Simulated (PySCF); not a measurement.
GaF2, SMILES [F][Ga+][F], charge +1. Heavy atoms are numbered as in [Ga+:1]([F:2])[F:3].

Geometry optimised at B3LYP-D3(BJ)/def2-TZVP. The spin state was assumed, not searched. The isomer is the one that the SMILES or the coordinates give; other isomers of the formula were not compared.

The numbers are results of PBE0/pcSseg-2 run with PySCF, not measurements.

GIAO shieldings, no solvent; atoms alike by connectivity are averaged. δ = σ(ref) − σ: ¹⁹F against CFCl3 (σ = 165.8 ppm), references at their B3LYP-D3(BJ)/def2-TZVP geometries, non-relativistic.

Computed chemical shifts:
| nucleus | atoms | count | δ (ppm) |
|---|---|---|---|
| ¹⁹F | F2 | 2 | -152.8 |
